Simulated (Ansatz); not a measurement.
Cartesian coordinates (Å):
```xyz
8

C      1.4844    -0.0062    -0.0968
C      0.2241     0.0500    -0.0132
C     -1.1747     0.0654     0.0782
H      2.0138    -0.9599    -0.1588
H      2.0797     0.9113    -0.1090
H     -1.5401     0.4539     1.0329
H     -1.6593     0.5055    -0.7977
H     -1.4280    -1.0200     0.0644
```
Charge +1, spin multiplicity 1.

The numbers are results of frozen-core CCSD(T)/cc-pVTZ // B3LYP-D3(BJ)/def2-TZVP in Ansatz (an electronic-structure program), not measurements.

```
Item                           Result
----------------------  -------------
HF energy               -116.20937 Ha
MP2 correlation energy    -0.45702 Ha
```

Task: Estimate the CCSD correlation energy, the (T) correction, the total energy and the T1 diagnostic.

Result: 
| Property | Value |
|---|---|
| CCSD correlation energy | -0.49126 Ha |
| (T) correction | -0.02148 Ha |
| CCSD(T) total energy | -116.72210 Ha |
| T1 diagnostic | 0.019 |
